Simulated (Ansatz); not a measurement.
Coupled-cluster diagnostics for SbMe3 (C₃H₉Sb), Ansatz.

Geometry of the singlet (PBE0-D4/def2-SVP):

```xyz
13

Sb    0.433   -0.793   -0.793
C    -1.661   -0.215   -0.763
H    -1.942    0.215   -1.735
H    -1.839    0.527    0.029
H    -2.287   -1.100   -0.579
C     1.168    1.248   -0.679
H     0.641    1.799    0.113
H     1.008    1.755   -1.642
H     2.246    1.244   -0.463
C     0.542   -1.124    1.351
H     1.594   -1.215    1.660
H     0.020   -2.057    1.611
H     0.076   -0.285    1.890
```

In the def2 sets Sb takes a core potential; there is no spin–orbit coupling. Correlated methods freeze 7 core orbitals; core or outer-core shells of Sb are correlated, in sets that lack core-valence functions.

(1) Estimate the CCSD(T) correlation energy, the shares of MP2 and (T), T1 and the reference's ⟨S²⟩ for: charge 0, singlet, own geometry in def2-TZVP; and the rough time on 4 threads of Arm Neoverse V2 on a shared host.

Results:

(1) 
```tsv
state	basis	correlation (eV)	MP2 share (%)	(T) share (%)	T1	⟨S²⟩ (pure)	wall time
charge 0, singlet, own geometry	def2-TZVP	-25.786	92.6	3.4	0.012	0.00 (0.00)	71 s
```
Customary marks for T1 are 0.02 (closed shells), 0.045 (open shells) and about 0.05 (3d metals). T1 stays under 0.02 throughout.
